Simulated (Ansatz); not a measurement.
H4O4P, charge +1, singlet, geometry from GFN2-xTB; REVPBE/STO-3G (Ansatz, a program for electronic structure).

Input for Ansatz:
Ansatz 0.2 input:
```yaml
crystal:
  periodic: [false, false, false]
  atoms:
    - {symbol: O, position_ang: [0.35340302, 1.40601937, -0.68702545]}
    - {symbol: P, position_ang: [-0.14892471, 0.22206164, -0.05069727]}
    - {symbol: O, position_ang: [-0.43612894, 0.14285940, 1.46560672]}
    - {symbol: O, position_ang: [-1.14891758, -0.74359101, -0.70983484]}
    - {symbol: O, position_ang: [1.29229882, -0.97642049, -0.05329354]}
    - {symbol: H, position_ang: [-0.39084752, 0.98346028, 1.92529065]}
    - {symbol: H, position_ang: [-1.32370569, -0.58065029, -1.63908503]}
    - {symbol: H, position_ang: [2.17992160, -0.58838213, -0.15370842]}
    - {symbol: H, position_ang: [1.28325968, -1.77629082, 0.50433873]}
basis:
  gaussian:
    orbitals: STO-3G
hamiltonian:
  xc: revpbe
total_charge: 1
accuracy: high
```

Task: Predict the main parts of the log of this Ansatz run.

Result: 
```
Functional definition: revPBE
721 factors; integrals over basis functions are off by at most 1.1e-8 eV
mean field evaluation 1: about -17299.8721 eV, gradient 5.3e1 eV
mean field evaluation 2: about -17244.3837 eV, gradient 1.5e2 eV
mean field evaluation 4: about -17308.9464 eV, gradient 1.5e1 eV
mean field evaluation 8: about -17309.5294 eV, gradient 6.1e-2 eV
mean field evaluation 16: about -17309.4902 eV, gradient 5.3e-7 eV
mean field -17309.49023429 eV, -636.1120333164 hartree, gradient 2.6e-8 eV, S^2 0.000000; 0 other end points of the search recorded, 0 dependent functions left out
reference -17309.49023721 eV, -636.1120334237 hartree; 25, 25 occupied and 8, 8 virtual orbitals, 721 factors
Total energy: -17309.49023721 eV, -636.1120334237 hartree
```
